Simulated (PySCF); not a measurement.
In(H)(Br)(vinyl) (C2H4BrIn), SMILES [CH]([InH][Br])=C. Heavy atoms are numbered as in [InH:1]([Br:3])[CH:4]=[CH2:5]. Hydrogens are named by the atom that carries them.

Coordinates come from a PBE0-D3(BJ)/def2-SVP optimisation. The def2 effective core potentials stand for the cores of In; spin–orbit coupling is left out. The values are those of a single conformer.

Level of theory: PBE/def2-TZVP in PySCF.

ESP charges are fitted to the potential on shells at 1.4 to 2.0 van der Waals radii. Atomic charges (e), one atom of each kind:

```
atom       ESP fit  Löwdin
---------  -------  ------
In1 (InH)     0.59     [?]
H on In1     -0.15   -0.07
Br3          -0.33    0.05
C4 (CH)      -0.23   -0.35
C5 (CH2)     -0.33   -0.21
H on C4       0.12     [?]
H on C5       0.17     [?]
```

Problem. What belongs in the gaps? (An estimate is asked for; the answer gives what the named calculation found.)

Solution. 
- In1 (InH), Löwdin: 0.18
- H on C4, Löwdin: 0.15
- H on C5, Löwdin: 0.12
